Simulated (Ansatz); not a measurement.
A short molecular-dynamics run on `[F][GeH]1[O][AlH]1`.

```yaml
crystal:
  periodic: [false, false, false]
  atoms:
    - {symbol: F, position_ang: [1.350443, -1.720150, 0.670584]}
    - {symbol: Ge, position_ang: [0.896342, -0.291166, -0.226522]}
    - {symbol: O, position_ang: [-0.925228, -0.420743, -0.574827]}
    - {symbol: Al, position_ang: [-0.972678, 0.916374, 0.477112]}
    - {symbol: H, position_ang: [1.713040, -0.435098, -1.526884]}
    - {symbol: H, position_ang: [-2.019819, 1.886783, 1.134437]}
basis:
  gaussian: {orbitals: def2-SVP}
hamiltonian: {xc: {name: r2SCAN}, dispersion: d4}
md: {timestep: 1 fs, n_steps: 50, ensemble: nvt_langevin, temperature: 1000, initial_velocities: maxwell_boltzmann, friction: 0.01, seed: 699}
```

```sh
$ ansatz run in.yaml --threads 2 --pin off --events-out ev --progress --plain --max-ram 4352MiB
```

```
step  time (fs)  potential energy (eV)  kinetic (eV)  T (K)  conserved (eV)
   0        0.0            -67896.9357        0.6463    833               –
   1        1.0            -67896.9126        0.6349    819               –
   2        2.0            -67896.8363        0.5327    687               –
   3        3.0            -67896.7459        0.4833    623               –
   4        4.0            -67896.6961        0.4377    564               –
   5        5.0            -67896.7015        0.3990    514               –
   6        6.0            -67896.7181        0.3919    505               –
   7        7.0            -67896.7290        0.3621    467               –
   8        8.0            -67896.7266        0.3454    445               –
   9        9.0            -67896.7051        0.3770    486               –
  10       10.0            -67896.6582        0.3153    407               –
  11       11.0            -67896.6063        0.2420    312               –
  12       12.0            -67896.5723        0.1845    238               –
  13       13.0            -67896.5658        0.2052    265               –
  14       14.0            -67896.5827        0.2395    309               –
  15       15.0            -67896.6219        0.2456    317               –
  16       16.0            -67896.6784        0.3221    415               –
  17       17.0            -67896.7244        0.3452    445               –
  18       18.0            -67896.7422        0.3875    500               –
  19       19.0            -67896.7251        0.3786    488               –
  20       20.0            -67896.6894        0.3140    405               –
  21       21.0            -67896.6747        0.2938    379               –
  22       22.0            -67896.7010        0.3512    453               –
  23       23.0            -67896.7548        0.3868    499               –
  24       24.0            -67896.8048        0.4825    622               –
  25       25.0            -67896.8224        0.5385    694               –
  26       26.0            -67896.7990        0.5463    704               –
  27       27.0            -67896.7543        0.4451    574               –
  28       28.0            -67896.7035        0.4721    609               –
  29       29.0            -67896.6617        0.4823    622               –
  30       30.0            -67896.6388        0.5505    710               –
  31       31.0            -67896.6283        0.4873    628               –
  32       32.0            -67896.6277        0.4484    578               –
  33       33.0            -67896.6365        0.4484    578               –
  34       34.0            -67896.6479        0.4585    591               –
  35       35.0            -67896.6484        0.4461    575               –
  36       36.0            -67896.6371        0.4810    620               –
  37       37.0            -67896.6156        0.4895    631               –
  38       38.0            -67896.5913        0.4364    563               –
  39       39.0            -67896.5927        0.4460    575               –
  40       40.0            -67896.6334        0.4479    578               –
  41       41.0            -67896.6925        0.5463    704               –
  42       42.0            -67896.7361        0.5780    745               –
  43       43.0            -67896.7520        0.6455    832               –
  44       44.0            -67896.7387        0.6110    788               –
  45       45.0            -67896.7085        0.5470    705               –
  46       46.0            -67896.6754        0.5114    659               –
  47       47.0            -67896.6526        0.4553    587               –
  48       48.0            -67896.6471        0.4610    594               –
  49       49.0            -67896.6580        0.5331    687               –
  50       50.0            -67896.6758        0.5862    756               –
```

Velocities are drawn at the set temperature; a run this short doesn't reach equilibrium.

Frames (Å, forces in eV/Å):

```xyz
6
time=0.0 fs
F     1.350   -1.720    0.671    0.018   -0.133    0.079
Ge    0.896   -0.291   -0.227    0.335    0.126    0.001
O    -0.925   -0.421   -0.575   -0.248   -0.481   -0.412
Al   -0.973    0.916    0.477   -0.035    0.453    0.341
H     1.713   -0.435   -1.527   -0.027    0.002   -0.032
H    -2.020    1.887    1.134   -0.043    0.033    0.024
6
time=1.0 fs
F     1.347   -1.727    0.670   -0.029    0.011    0.019
Ge    0.895   -0.288   -0.227    0.589   -0.100   -0.207
O    -0.920   -0.427   -0.588   -0.305   -0.079   -0.108
Al   -0.974    0.918    0.485    0.555   -0.434   -0.302
H     1.739   -0.449   -1.534   -0.213    0.075    0.237
H    -1.969    1.850    1.154   -0.597    0.527    0.361
6
time=2.0 fs
F     1.344   -1.733    0.669   -0.076    0.148   -0.033
Ge    0.894   -0.285   -0.227    0.840   -0.322   -0.399
O    -0.914   -0.433   -0.600   -0.369    0.274    0.163
Al   -0.975    0.919    0.493    1.151   -1.281   -0.958
H     1.766   -0.465   -1.541   -0.398    0.155    0.485
H    -1.926    1.817    1.175   -1.148    1.026    0.742
6
time=3.0 fs
F     1.341   -1.739    0.669   -0.122    0.271   -0.071
Ge    0.893   -0.282   -0.226    1.096   -0.538   -0.576
O    -0.909   -0.438   -0.611   -0.445    0.570    0.397
Al   -0.978    0.920    0.501    1.558   -1.902   -1.480
H     1.794   -0.484   -1.547   -0.578    0.245    0.706
H    -1.892    1.798    1.203   -1.508    1.354    1.025
6
time=4.0 fs
F     1.340   -1.744    0.668   -0.165    0.378   -0.098
Ge    0.892   -0.280   -0.226    1.313   -0.740   -0.682
O    -0.903   -0.443   -0.622   -0.534    0.821    0.598
Al   -0.978    0.921    0.508    1.607   -2.144   -1.719
H     1.817   -0.504   -1.548   -0.705    0.328    0.841
H    -1.866    1.798    1.242   -1.516    1.357    1.060
6
time=5.0 fs
F     1.338   -1.749    0.667   -0.198    0.473   -0.124
Ge    0.891   -0.277   -0.226    1.463   -0.908   -0.708
O    -0.897   -0.448   -0.632   -0.629    1.028    0.766
Al   -0.978    0.921    0.515    1.318   -2.007   -1.632
H     1.831   -0.517   -1.544   -0.761    0.386    0.890
H    -1.855    1.811    1.292   -1.194    1.027    0.807
6
time=6.0 fs
F     1.336   -1.753    0.666   -0.225    0.555   -0.146
Ge    0.890   -0.275   -0.226    1.576   -1.039   -0.673
O    -0.891   -0.452   -0.642   -0.725    1.180    0.889
Al   -0.978    0.920    0.521    0.921   -1.697   -1.374
H     1.843   -0.525   -1.534   -0.776    0.425    0.879
H    -1.857    1.826    1.348   -0.771    0.577    0.424
6
time=7.0 fs
F     1.334   -1.758    0.666   -0.253    0.638   -0.176
Ge    0.889   -0.274   -0.226    1.589   -1.140   -0.532
O    -0.886   -0.453   -0.651   -0.790    1.290    0.984
Al   -0.977    0.918    0.526    0.530   -1.357   -1.061
H     1.848   -0.527   -1.514   -0.716    0.434    0.768
H    -1.866    1.841    1.403   -0.361    0.136    0.017
6
time=8.0 fs
F     1.332   -1.763    0.668   -0.276    0.723   -0.221
Ge    0.890   -0.273   -0.226    1.442   -1.197   -0.272
O    -0.883   -0.454   -0.661   -0.796    1.379    1.072
Al   -0.976    0.916    0.532    0.226   -1.089   -0.796
H     1.844   -0.520   -1.489   -0.562    0.401    0.547
H    -1.877    1.856    1.455   -0.035   -0.217   -0.330
6
time=9.0 fs
F     1.330   -1.768    0.670   -0.293    0.798   -0.266
Ge    0.890   -0.273   -0.226    1.164   -1.206    0.126
O    -0.881   -0.454   -0.669   -0.788    1.454    1.150
Al   -0.975    0.913    0.538    0.013   -0.902   -0.599
H     1.833   -0.507   -1.457   -0.300    0.334    0.191
H    -1.886    1.867    1.501    0.203   -0.478   -0.603
6
time=10.0 fs
F     1.327   -1.772    0.671   -0.301    0.850   -0.298
Ge    0.890   -0.273   -0.226    0.827   -1.183    0.589
O    -0.879   -0.454   -0.676   -0.783    1.504    1.204
Al   -0.974    0.908    0.545   -0.165   -0.743   -0.427
H     1.823   -0.492   -1.422    0.027    0.256   -0.240
H    -1.899    1.875    1.544    0.395   -0.684   -0.829
6
time=11.0 fs
F     1.323   -1.777    0.671   -0.301    0.881   -0.322
Ge    0.891   -0.273   -0.226    0.505   -1.146    1.006
O    -0.878   -0.454   -0.681   -0.767    1.523    1.230
Al   -0.972    0.903    0.551   -0.282   -0.637   -0.307
H     1.816   -0.477   -1.394    0.331    0.184   -0.632
H    -1.909    1.874    1.578    0.514   -0.804   -0.975
6
time=12.0 fs
F     1.319   -1.780    0.671   -0.300    0.903   -0.351
Ge    0.890   -0.274   -0.225    0.314   -1.122    1.264
O    -0.878   -0.452   -0.685   -0.756    1.516    1.239
Al   -0.971    0.898    0.557   -0.330   -0.579   -0.238
H     1.814   -0.462   -1.378    0.515    0.135   -0.862
H    -1.909    1.868    1.605    0.558   -0.854   -1.051
6
time=13.0 fs
F     1.315   -1.782    0.673   -0.296    0.912   -0.377
Ge    0.890   -0.274   -0.223    0.246   -1.112    1.354
O    -0.878   -0.449   -0.689   -0.742    1.502    1.246
Al   -0.971    0.892    0.563   -0.339   -0.562   -0.220
H     1.814   -0.447   -1.371    0.581    0.110   -0.936
H    -1.903    1.855    1.623    0.550   -0.849   -1.067
6
time=14.0 fs
F     1.310   -1.784    0.673   -0.286    0.913   -0.405
Ge    0.888   -0.274   -0.221    0.249   -1.111    1.336
O    -0.879   -0.445   -0.693   -0.715    1.484    1.258
Al   -0.971    0.886    0.569   -0.321   -0.577   -0.251
H     1.816   -0.429   -1.370    0.570    0.093   -0.906
H    -1.895    1.838    1.631    0.503   -0.802   -1.032
6
time=15.0 fs
F     1.305   -1.785    0.674   -0.275    0.917   -0.442
Ge    0.887   -0.273   -0.220    0.339   -1.120    1.202
O    -0.881   -0.440   -0.698   -0.676    1.457    1.267
Al   -0.971    0.880    0.574   -0.258   -0.636   -0.338
H     1.821   -0.410   -1.377    0.465    0.084   -0.756
H    -1.882    1.816    1.631    0.405   -0.703   -0.934
6
time=16.0 fs
F     1.299   -1.786    0.674   -0.262    0.916   -0.480
Ge    0.886   -0.272   -0.219    0.499   -1.128    0.948
O    -0.885   -0.434   -0.702   -0.608    1.427    1.278
Al   -0.970    0.875    0.578   -0.121   -0.783   -0.526
H     1.827   -0.391   -1.393    0.269    0.078   -0.492
H    -1.863    1.785    1.618    0.222   -0.510   -0.729
6
time=17.0 fs
F     1.293   -1.786    0.676   -0.242    0.905   -0.519
Ge    0.885   -0.271   -0.218    0.718   -1.124    0.602
O    -0.890   -0.427   -0.706   -0.528    1.384    1.280
Al   -0.968    0.870    0.582    0.065   -0.979   -0.780
H     1.836   -0.371   -1.418    0.012    0.064   -0.141
H    -1.842    1.752    1.600   -0.025   -0.251   -0.442
6
time=18.0 fs
F     1.286   -1.784    0.676   -0.214    0.868   -0.546
Ge    0.884   -0.270   -0.217    0.895   -1.085    0.273
O    -0.895   -0.420   -0.709   -0.450    1.335    1.279
Al   -0.966    0.864    0.586    0.301   -1.220   -1.095
H     1.838   -0.349   -1.446   -0.198    0.035    0.171
H    -1.819    1.718    1.578   -0.334    0.067   -0.082
6
time=19.0 fs
F     1.280   -1.783    0.676   -0.187    0.829   -0.569
Ge    0.883   -0.270   -0.217    1.010   -1.038    0.009
O    -0.901   -0.412   -0.712   -0.368    1.274    1.268
Al   -0.964    0.858    0.589    0.609   -1.524   -1.489
H     1.834   -0.329   -1.471   -0.339   -0.004    0.406
H    -1.793    1.682    1.557   -0.724    0.462    0.375
6
time=20.0 fs
F     1.274   -1.782    0.677   -0.164    0.789   -0.589
Ge    0.882   -0.269   -0.216    1.064   -0.974   -0.147
O    -0.906   -0.404   -0.713   -0.298    1.179    1.217
Al   -0.962    0.851    0.591    0.901   -1.771   -1.830
H     1.829   -0.308   -1.488   -0.409   -0.051    0.539
H    -1.775    1.646    1.542   -1.094    0.828    0.811
6
time=21.0 fs
F     1.269   -1.780    0.677   -0.144    0.749   -0.612
Ge    0.881   -0.269   -0.216    1.013   -0.894   -0.154
O    -0.911   -0.393   -0.714   -0.230    1.059    1.137
Al   -0.960    0.844    0.594    1.034   -1.832   -1.959
H     1.818   -0.285   -1.494   -0.377   -0.106    0.532
H    -1.769    1.619    1.535   -1.297    1.023    1.055
6
time=22.0 fs
F     1.266   -1.779    0.678   -0.129    0.724   -0.642
Ge    0.880   -0.268   -0.216    0.887   -0.831   -0.041
O    -0.917   -0.381   -0.714   -0.153    0.918    1.035
Al   -0.957    0.838    0.597    0.916   -1.635   -1.783
H     1.800   -0.261   -1.492   -0.266   -0.160    0.413
H    -1.777    1.607    1.540   -1.255    0.983    1.019
6
time=23.0 fs
F     1.262   -1.777    0.678   -0.115    0.701   -0.667
Ge    0.880   -0.267   -0.216    0.729   -0.793    0.144
O    -0.923   -0.368   -0.712   -0.081    0.750    0.896
Al   -0.953    0.831    0.599    0.570   -1.211   -1.334
H     1.779   -0.240   -1.484   -0.100   -0.204    0.211
H    -1.795    1.607    1.551   -1.003    0.757    0.750
6
time=24.0 fs
F     1.257   -1.775    0.679   -0.098    0.682   -0.693
Ge    0.879   -0.265   -0.216    0.584   -0.783    0.352
O    -0.928   -0.355   -0.710   -0.026    0.559    0.723
Al   -0.948    0.824    0.602    0.066   -0.632   -0.706
H     1.757   -0.219   -1.475    0.084   -0.239   -0.016
H    -1.823    1.618    1.565   -0.610    0.412    0.340
6
time=25.0 fs
F     1.251   -1.775    0.679   -0.080    0.667   -0.724
Ge    0.879   -0.265   -0.215    0.477   -0.775    0.538
O    -0.932   -0.341   -0.707    0.011    0.341    0.513
Al   -0.942    0.816    0.605   -0.490    0.014   -0.001
H     1.738   -0.197   -1.469    0.243   -0.272   -0.214
H    -1.857    1.633    1.588   -0.160    0.025   -0.112
6
time=26.0 fs
F     1.245   -1.775    0.680   -0.061    0.652   -0.759
Ge    0.879   -0.264   -0.214    0.383   -0.759    0.688
O    -0.937   -0.327   -0.702    0.056    0.106    0.274
Al   -0.938    0.807    0.609   -0.951    0.588    0.632
H     1.721   -0.174   -1.465    0.364   -0.305   -0.366
H    -1.890    1.645    1.615    0.210   -0.283   -0.468
6
time=27.0 fs
F     1.239   -1.775    0.682   -0.043    0.636   -0.792
Ge    0.880   -0.263   -0.212    0.340   -0.741    0.741
O    -0.941   -0.313   -0.697    0.107   -0.125    0.037
Al   -0.934    0.799    0.614   -1.300    1.056    1.147
H     1.706   -0.153   -1.467    0.421   -0.336   -0.428
H    -1.919    1.652    1.637    0.475   -0.490   -0.704
6
time=28.0 fs
F     1.233   -1.775    0.684   -0.028    0.620   -0.820
Ge    0.880   -0.262   -0.210    0.371   -0.721    0.692
O    -0.946   -0.300   -0.692    0.145   -0.356   -0.208
Al   -0.931    0.790    0.619   -1.561    1.459    1.588
H     1.693   -0.136   -1.475    0.412   -0.368   -0.392
H    -1.940    1.660    1.656    0.660   -0.634   -0.860
6
time=29.0 fs
F     1.226   -1.774    0.686   -0.008    0.582   -0.838
Ge    0.881   -0.261   -0.208    0.459   -0.659    0.532
O    -0.951   -0.287   -0.686    0.173   -0.597   -0.476
Al   -0.929    0.782    0.625   -1.722    1.791    1.963
H     1.683   -0.119   -1.489    0.332   -0.410   -0.245
H    -1.954    1.659    1.670    0.765   -0.707   -0.937
6
time=30.0 fs
F     1.218   -1.772    0.687    0.020    0.512   -0.838
Ge    0.881   -0.260   -0.206    0.541   -0.546    0.314
O    -0.956   -0.274   -0.677    0.208   -0.847   -0.763
Al   -0.928    0.775    0.632   -1.786    2.036    2.258
H     1.673   -0.103   -1.509    0.225   -0.460   -0.048
H    -1.963    1.644    1.674    0.792   -0.696   -0.923
6
time=31.0 fs
F     1.210   -1.770    0.689    0.048    0.437   -0.832
Ge    0.883   -0.259   -0.204    0.559   -0.421    0.126
O    -0.963   -0.262   -0.668    0.265   -1.073   -1.028
Al   -0.927    0.770    0.640   -1.776    2.194    2.463
H     1.663   -0.091   -1.526    0.137   -0.504    0.119
H    -1.968    1.623    1.671    0.766   -0.633   -0.848
6
time=32.0 fs
F     1.200   -1.767    0.691    0.078    0.353   -0.812
Ge    0.885   -0.259   -0.202    0.527   -0.289   -0.045
O    -0.969   -0.252   -0.660    0.335   -1.234   -1.218
Al   -0.928    0.766    0.649   -1.710    2.254    2.546
H     1.656   -0.084   -1.542    0.062   -0.538    0.266
H    -1.973    1.602    1.662    0.708   -0.546   -0.737
6
time=33.0 fs
F     1.191   -1.765    0.692    0.107    0.264   -0.783
Ge    0.887   -0.258   -0.200    0.491   -0.151   -0.253
O    -0.976   -0.243   -0.655    0.417   -1.339   -1.338
Al   -0.929    0.763    0.657   -1.566    2.193    2.485
H     1.651   -0.081   -1.559   -0.031   -0.566    0.447
H    -1.975    1.575    1.645    0.582   -0.401   -0.558
6
time=34.0 fs
F     1.182   -1.763    0.693    0.128    0.193   -0.757
Ge    0.888   -0.257   -0.199    0.431   -0.040   -0.413
O    -0.982   -0.234   -0.650    0.504   -1.410   -1.416
Al   -0.932    0.761    0.666   -1.294    1.997    2.265
H     1.646   -0.082   -1.575   -0.098   -0.581    0.586
H    -1.971    1.538    1.620    0.330   -0.160   -0.264
6
time=35.0 fs
F     1.172   -1.761    0.694    0.146    0.126   -0.725
Ge    0.888   -0.256   -0.197    0.321    0.048   -0.467
O    -0.989   -0.227   -0.645    0.575   -1.455   -1.470
Al   -0.935    0.760    0.674   -0.909    1.714    1.934
H     1.637   -0.090   -1.582   -0.105   -0.574    0.618
H    -1.964    1.499    1.595   -0.027    0.142    0.110
6
time=36.0 fs
F     1.162   -1.760    0.694    0.168    0.038   -0.669
Ge    0.887   -0.256   -0.195    0.167    0.127   -0.473
O    -0.995   -0.221   -0.640    0.646   -1.446   -1.452
Al   -0.938    0.758    0.684   -0.502    1.387    1.531
H     1.625   -0.107   -1.583   -0.072   -0.545    0.578
H    -1.960    1.465    1.573   -0.407    0.438    0.485
6
time=37.0 fs
F     1.151   -1.758    0.692    0.193   -0.076   -0.582
Ge    0.887   -0.256   -0.192   -0.010    0.205   -0.476
O    -1.002   -0.218   -0.637    0.722   -1.373   -1.348
Al   -0.942    0.757    0.694   -0.068    1.004    1.036
H     1.612   -0.132   -1.581   -0.019   -0.496    0.501
H    -1.956    1.437    1.552   -0.818    0.737    0.870
6
time=38.0 fs
F     1.141   -1.756    0.690    0.217   -0.213   -0.474
Ge    0.886   -0.256   -0.189   -0.184    0.289   -0.466
O    -1.007   -0.215   -0.633    0.782   -1.286   -1.226
Al   -0.946    0.756    0.704    0.311    0.666    0.589
H     1.600   -0.164   -1.574    0.047   -0.436    0.391
H    -1.956    1.415    1.538   -1.173    0.980    1.186
6
time=39.0 fs
F     1.131   -1.755    0.688    0.234   -0.335   -0.368
Ge    0.885   -0.257   -0.185   -0.368    0.349   -0.382
O    -1.012   -0.212   -0.631    0.824   -1.200   -1.103
Al   -0.949    0.754    0.714    0.447    0.500    0.357
H     1.586   -0.200   -1.563    0.151   -0.368    0.208
H    -1.968    1.403    1.532   -1.288    1.054    1.287
6
time=40.0 fs
F     1.121   -1.754    0.686    0.242   -0.428   -0.270
Ge    0.883   -0.257   -0.182   -0.544    0.376   -0.247
O    -1.015   -0.208   -0.630    0.850   -1.109   -0.973
Al   -0.953    0.753    0.723    0.264    0.542    0.381
H     1.573   -0.240   -1.549    0.268   -0.300   -0.013
H    -1.995    1.404    1.536   -1.080    0.918    1.121
6
time=41.0 fs
F     1.113   -1.753    0.685    0.246   -0.527   -0.159
Ge    0.882   -0.258   -0.180   -0.676    0.406   -0.169
O    -1.016   -0.204   -0.629    0.859   -1.006   -0.826
Al   -0.957    0.752    0.733   -0.160    0.727    0.572
H     1.564   -0.285   -1.536    0.357   -0.231   -0.187
H    -2.031    1.417    1.553   -0.626    0.630    0.769
6
time=42.0 fs
F     1.105   -1.751    0.683    0.247   -0.643   -0.029
Ge    0.880   -0.258   -0.176   -0.741    0.442   -0.234
O    -1.017   -0.200   -0.629    0.860   -0.861   -0.612
Al   -0.961    0.751    0.744   -0.626    0.899    0.726
H     1.556   -0.335   -1.530    0.389   -0.153   -0.244
H    -2.072    1.435    1.575   -0.129    0.316    0.392
6
time=43.0 fs
F     1.099   -1.749    0.681    0.246   -0.761    0.108
Ge    0.878   -0.258   -0.173   -0.757    0.472   -0.398
O    -1.018   -0.198   -0.631    0.851   -0.675   -0.333
Al   -0.965    0.751    0.755   -1.037    1.000    0.778
H     1.548   -0.386   -1.528    0.378   -0.066   -0.212
H    -2.112    1.457    1.602    0.317    0.031    0.058
6
time=44.0 fs
F     1.092   -1.748    0.680    0.245   -0.882    0.243
Ge    0.875   -0.259   -0.169   -0.751    0.505   -0.572
O    -1.018   -0.195   -0.632    0.833   -0.496   -0.067
Al   -0.970    0.751    0.767   -1.357    1.054    0.772
H     1.544   -0.434   -1.524    0.352    0.023   -0.162
H    -2.151    1.476    1.632    0.678   -0.204   -0.215
6
time=45.0 fs
F     1.086   -1.746    0.678    0.243   -1.014    0.385
Ge    0.872   -0.260   -0.166   -0.710    0.537   -0.790
O    -1.016   -0.194   -0.633    0.811   -0.331    0.178
Al   -0.975    0.751    0.779   -1.568    1.056    0.694
H     1.548   -0.480   -1.519    0.293    0.123   -0.067
H    -2.184    1.495    1.655    0.930   -0.371   -0.400
6
time=46.0 fs
F     1.080   -1.744    0.676    0.246   -1.173    0.539
Ge    0.869   -0.261   -0.162   -0.658    0.590   -1.036
O    -1.015   -0.195   -0.633    0.784   -0.171    0.412
Al   -0.980    0.751    0.791   -1.660    1.000    0.538
H     1.556   -0.525   -1.515    0.213    0.231    0.053
H    -2.207    1.511    1.672    1.074   -0.478   -0.506
6
time=47.0 fs
F     1.074   -1.742    0.676    0.248   -1.316    0.680
Ge    0.866   -0.262   -0.160   -0.633    0.649   -1.199
O    -1.013   -0.197   -0.633    0.743   -0.012    0.639
Al   -0.987    0.750    0.803   -1.636    0.882    0.316
H     1.563   -0.566   -1.506    0.160    0.327    0.113
H    -2.216    1.523    1.685    1.118   -0.529   -0.549
6
time=48.0 fs
F     1.069   -1.741    0.678    0.240   -1.395    0.781
Ge    0.864   -0.264   -0.157   -0.615    0.662   -1.291
O    -1.010   -0.201   -0.633    0.697    0.150    0.864
Al   -0.993    0.750    0.814   -1.509    0.693    0.028
H     1.574   -0.603   -1.495    0.110    0.413    0.155
H    -2.215    1.527    1.695    1.076   -0.523   -0.536
6
time=49.0 fs
F     1.063   -1.742    0.680    0.230   -1.435    0.845
Ge    0.861   -0.266   -0.156   -0.578    0.652   -1.377
O    -1.007   -0.207   -0.632    0.654    0.300    1.065
Al   -1.001    0.750    0.827   -1.272    0.447   -0.317
H     1.591   -0.633   -1.486    0.025    0.494    0.240
H    -2.203    1.525    1.699    0.941   -0.458   -0.457
6
time=50.0 fs
F     1.057   -1.744    0.684    0.218   -1.459    0.891
Ge    0.858   -0.269   -0.154   -0.563    0.656   -1.376
O    -1.005   -0.212   -0.629    0.595    0.425    1.225
Al   -1.008    0.750    0.840   -0.922    0.161   -0.700
H     1.608   -0.658   -1.474   -0.035    0.553    0.268
H    -2.177    1.523    1.700    0.706   -0.336   -0.309
```

Run time 3.9 min (2 threads of an Arm Neoverse N1 on a shared host); peak host memory 0.14 GiB.
